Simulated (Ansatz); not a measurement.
Ansatz (a quantum-chemistry and plane-wave program) input for Si(H)(F)(Me)(OH) (CH₅FOSi), SMILES O[SiH](F)C, B3LYP-D3(BJ)/def2-SVP. 

Ansatz 0.2 input:
```yaml
crystal:
  periodic: [false, false, false]
  atoms:
    - {symbol: Si, position_ang: [0.14113901, -0.19822113, 0.28377115]}
    - {symbol: C, position_ang: [1.32678077, 0.72052630, -0.86752703]}
    - {symbol: O, position_ang: [-0.76352062, -1.32111912, -0.44762161]}
    - {symbol: F, position_ang: [-0.87223955, 0.91963790, 0.86963933]}
    - {symbol: H, position_ang: [0.72030942, -0.89495696, 1.40987233]}
    - {symbol: H, position_ang: [1.97413405, 0.03294768, -1.40362033]}
    - {symbol: H, position_ang: [1.96329884, 1.40270255, -0.31231368]}
    - {symbol: H, position_ang: [0.78891497, 1.31118565, -1.60652766]}
    - {symbol: H, position_ang: [-1.42496712, -1.10772892, -1.10082585]}
basis:
  gaussian:
    orbitals: def2-SVP
hamiltonian:
  xc: b3lyp
  dispersion: d3bj
relax: {f_tol: 0.002, max_steps: 200}
```

Program output:

```
WARN ansatz: RAYON_NUM_THREADS=1 ignored (pool sized by the plan → 1); use --threads N
Functional definition: B3LYP
integrals: 0.03 GiB planned
879 factors; integrals over basis functions are off by at most 3.6e-4 eV
mean field: 0.29 GiB planned
mean field evaluation 1: about -13747.6154 eV, gradient 6.9e1 eV
mean field evaluation 2: about -13740.0159 eV, gradient 9.3e1 eV
mean field evaluation 4: about -13756.6557 eV, gradient 3.3e0 eV
mean field evaluation 8: about -13756.6816 eV, gradient 2.7e-2 eV
mean field -13756.68159882 eV, -505.5487241430 hartree, gradient 3.2e-5 eV, S^2 0.000000; 0 other end points of the search recorded, 0 dependent functions left out
the calculation of the forces begins
reference -13756.68181472 eV, -505.5487320770 hartree; 21, 21 occupied and 64, 64 virtual orbitals, 879 factors
relax step   1: F+E_penalty+E_count = -13756.93913421 eV  Δ(F+E_penalty+E_count) = +0.000e0 eV  max|allowed force component| = 1.140e0 eV/Å  Δτ_max = 0.0000 Å  (23 SCF iters, accepted)
these checks for a lower state are left out or cut short: starts, cluster_reference, orbital_swaps, neighbouring_geometries, increment
integrals: 0.03 GiB planned
879 factors; integrals over basis functions are off by at most 3.7e-4 eV
mean field: 0.29 GiB planned
mean field evaluation 16: about -13756.7489 eV, gradient 1.4e-2 eV
mean field -13756.75160042 eV, -505.5512966544 hartree, gradient 4.4e-5 eV, S^2 0.000000; 0 other end points of the search recorded, 0 dependent functions left out
the calculation of the forces begins
reference -13756.75181620 eV, -505.5513045841 hartree; 21, 21 occupied and 64, 64 virtual orbitals, 879 factors
relax step   2: F+E_penalty+E_count = -13757.00948480 eV  Δ(F+E_penalty+E_count) = -7.035e-2 eV  max|allowed force component| = 6.293e-1 eV/Å  Δτ_max = 0.0715 Å  (24 SCF iters, accepted)
these checks for a lower state are left out or cut short: starts, cluster_reference, orbital_swaps, neighbouring_geometries, increment
integrals: 0.03 GiB planned
879 factors; integrals over basis functions are off by at most 3.8e-4 eV
mean field: 0.29 GiB planned
mean field -13756.76506021 eV, -505.5517912924 hartree, gradient 4.6e-5 eV, S^2 0.000000; 0 other end points of the search recorded, 0 dependent functions left out
the calculation of the forces begins
reference -13756.76527600 eV, -505.5517992225 hartree; 21, 21 occupied and 64, 64 virtual orbitals, 879 factors
relax step   3: F+E_penalty+E_count = -13757.02301545 eV  Δ(F+E_penalty+E_count) = -1.353e-2 eV  max|allowed force component| = 2.248e-1 eV/Å  Δτ_max = 0.0285 Å  (24 SCF iters, accepted)
these checks for a lower state are left out or cut short: starts, cluster_reference, orbital_swaps, neighbouring_geometries, increment
integrals: 0.03 GiB planned
879 factors; integrals over basis functions are off by at most 3.8e-4 eV
mean field: 0.29 GiB planned
mean field -13756.76698561 eV, -505.5518620497 hartree, gradient 5.3e-5 eV, S^2 0.000000; 0 other end points of the search recorded, 0 dependent functions left out
the calculation of the forces begins
reference -13756.76720057 eV, -505.5518699491 hartree; 21, 21 occupied and 64, 64 virtual orbitals, 879 factors
relax step   4: F+E_penalty+E_count = -13757.02565365 eV  Δ(F+E_penalty+E_count) = -2.638e-3 eV  max|allowed force component| = 2.788e-1 eV/Å  Δτ_max = 0.0759 Å  (24 SCF iters, accepted)
these checks for a lower state are left out or cut short: starts, cluster_reference, orbital_swaps, neighbouring_geometries, increment
integrals: 0.03 GiB planned
879 factors; integrals over basis functions are off by at most 3.8e-4 eV
mean field: 0.29 GiB planned
mean field evaluation 32: about -13756.7708 eV, gradient 4.8e-2 eV
mean field -13756.77077459 eV, -505.5520012919 hartree, gradient 4.8e-5 eV, S^2 0.000000; 0 other end points of the search recorded, 0 dependent functions left out
the calculation of the forces begins
reference -13756.77098958 eV, -505.5520091929 hartree; 21, 21 occupied and 64, 64 virtual orbitals, 879 factors
relax step   5: F+E_penalty+E_count = -13757.02950728 eV  Δ(F+E_penalty+E_count) = -3.854e-3 eV  max|allowed force component| = 4.034e-2 eV/Å  Δτ_max = 0.0157 Å  (24 SCF iters, accepted)
these checks for a lower state are left out or cut short: starts, cluster_reference, orbital_swaps, neighbouring_geometries, increment
integrals: 0.03 GiB planned
879 factors; integrals over basis functions are off by at most 3.8e-4 eV
mean field: 0.29 GiB planned
mean field -13756.77158278 eV, -505.5520309926 hartree, gradient 4.7e-5 eV, S^2 0.000000; 0 other end points of the search recorded, 0 dependent functions left out
the calculation of the forces begins
reference -13756.77179776 eV, -505.5520388929 hartree; 21, 21 occupied and 64, 64 virtual orbitals, 879 factors
relax step   6: F+E_penalty+E_count = -13757.03034831 eV  Δ(F+E_penalty+E_count) = -8.410e-4 eV  max|allowed force component| = 3.179e-2 eV/Å  Δτ_max = 0.0357 Å  (23 SCF iters, accepted)
these checks for a lower state are left out or cut short: starts, cluster_reference, orbital_swaps, neighbouring_geometries, increment
integrals: 0.03 GiB planned
879 factors; integrals over basis functions are off by at most 3.8e-4 eV
mean field: 0.29 GiB planned
mean field -13756.77168596 eV, -505.5520347843 hartree, gradient 1.2e-5 eV, S^2 0.000000; 0 other end points of the search recorded, 0 dependent functions left out
the calculation of the forces begins
reference -13756.77190087 eV, -505.5520426822 hartree; 21, 21 occupied and 64, 64 virtual orbitals, 879 factors
relax step   7: F+E_penalty+E_count = -13757.03047247 eV  Δ(F+E_penalty+E_count) = -1.242e-4 eV  max|allowed force component| = 2.787e-2 eV/Å  Δτ_max = 0.0108 Å  (21 SCF iters, accepted)
these checks for a lower state are left out or cut short: starts, cluster_reference, orbital_swaps, neighbouring_geometries, increment
integrals: 0.03 GiB planned
879 factors; integrals over basis functions are off by at most 3.7e-4 eV
mean field: 0.29 GiB planned
mean field -13756.76978870 eV, -505.5519650611 hartree, gradient 4.5e-5 eV, S^2 0.000000; 0 other end points of the search recorded, 0 dependent functions left out
the calculation of the forces begins
reference -13756.77000306 eV, -505.5519729387 hartree; 21, 21 occupied and 64, 64 virtual orbitals, 879 factors
relax step   8: F+E_penalty+E_count = -13757.02874282 eV  Δ(F+E_penalty+E_count) = +1.730e-3 eV  max|allowed force component| = 1.259e-1 eV/Å  Δτ_max = 0.0267 Å  (24 SCF iters, rejected (line search))
these checks for a lower state are left out or cut short: starts, cluster_reference, orbital_swaps, neighbouring_geometries, increment
integrals: 0.03 GiB planned
879 factors; integrals over basis functions are off by at most 3.8e-4 eV
mean field: 0.29 GiB planned
mean field -13756.77178448 eV, -505.5520384047 hartree, gradient 4.6e-5 eV, S^2 0.000000; 0 other end points of the search recorded, 0 dependent functions left out
the calculation of the forces begins
reference -13756.77199935 eV, -505.5520463011 hartree; 21, 21 occupied and 64, 64 virtual orbitals, 879 factors
relax step   9: F+E_penalty+E_count = -13757.03062463 eV  Δ(F+E_penalty+E_count) = -1.522e-4 eV  max|allowed force component| = 9.231e-3 eV/Å  Δτ_max = 0.0131 Å  (24 SCF iters, accepted)
these checks for a lower state are left out or cut short: starts, cluster_reference, orbital_swaps, neighbouring_geometries, increment
integrals: 0.03 GiB planned
879 factors; integrals over basis functions are off by at most 3.8e-4 eV
mean field: 0.29 GiB planned
mean field -13756.77176122 eV, -505.5520375500 hartree, gradient 1.7e-5 eV, S^2 0.000000; 0 other end points of the search recorded, 0 dependent functions left out
the calculation of the forces begins
reference -13756.77197604 eV, -505.5520454446 hartree; 21, 21 occupied and 64, 64 virtual orbitals, 879 factors
relax step  10: F+E_penalty+E_count = -13757.03065640 eV  Δ(F+E_penalty+E_count) = -3.177e-5 eV  max|allowed force component| = 4.936e-3 eV/Å  Δτ_max = 0.0086 Å  (21 SCF iters, accepted)
these checks for a lower state are left out or cut short: starts, cluster_reference, orbital_swaps, neighbouring_geometries, increment
integrals: 0.03 GiB planned
879 factors; integrals over basis functions are off by at most 3.8e-4 eV
mean field: 0.29 GiB planned
mean field evaluation 64: about -13756.7717 eV, gradient 2.5e-5 eV
mean field -13756.77173821 eV, -505.5520367042 hartree, gradient 3.2e-5 eV, S^2 0.000000; 0 other end points of the search recorded, 0 dependent functions left out
the calculation of the forces begins
reference -13756.77195301 eV, -505.5520445982 hartree; 21, 21 occupied and 64, 64 virtual orbitals, 879 factors
relax step  11: F+E_penalty+E_count = -13757.03065934 eV  Δ(F+E_penalty+E_count) = -2.936e-6 eV  max|allowed force component| = 7.979e-4 eV/Å  Δτ_max = 0.0018 Å  (18 SCF iters, accepted)
integrals: 0.03 GiB planned
879 factors; integrals over basis functions are off by at most 3.8e-4 eV
mean field: 0.29 GiB planned
mean field -13756.77173821 eV, -505.5520367042 hartree, gradient 3.2e-5 eV, S^2 0.000000; 1 other end points of the search recorded, 0 dependent functions left out
the calculation of the forces begins
reference -13756.77195301 eV, -505.5520445982 hartree; 21, 21 occupied and 64, 64 virtual orbitals, 879 factors
Total energy: -13757.03087414 eV, -505.5615597743 hartree
Atom 0 at     0.124156    -0.181235     0.305665 Å, force     0.000039     0.000781    -0.000798 eV/Å
Atom 1 at     1.287224     0.693383    -0.858421 Å, force    -0.000427    -0.000420     0.000352 eV/Å
Atom 2 at    -0.816360    -1.314307    -0.452592 Å, force    -0.000240     0.000023    -0.000194 eV/Å
Atom 3 at    -0.833360     0.963383     0.965444 Å, force    -0.000192    -0.000089     0.000248 eV/Å
Atom 4 at     0.806351    -0.896105     1.405466 Å, force     0.000222    -0.000396     0.000549 eV/Å
Atom 5 at     1.970344    -0.022244    -1.343536 Å, force     0.000325    -0.000044    -0.000139 eV/Å
Atom 6 at     1.895658     1.435661    -0.316764 Å, force     0.000088     0.000164    -0.000188 eV/Å
Atom 7 at     0.733051     1.228160    -1.647562 Å, force    -0.000089    -0.000091     0.000028 eV/Å
Atom 8 at    -1.313214    -1.041723    -1.232852 Å, force     0.000274     0.000073     0.000141 eV/Å
Dipole moment:     0.165399     0.061124    -0.419311 e Å
```

The run converged.

Cost: roughly 30 core-seconds.
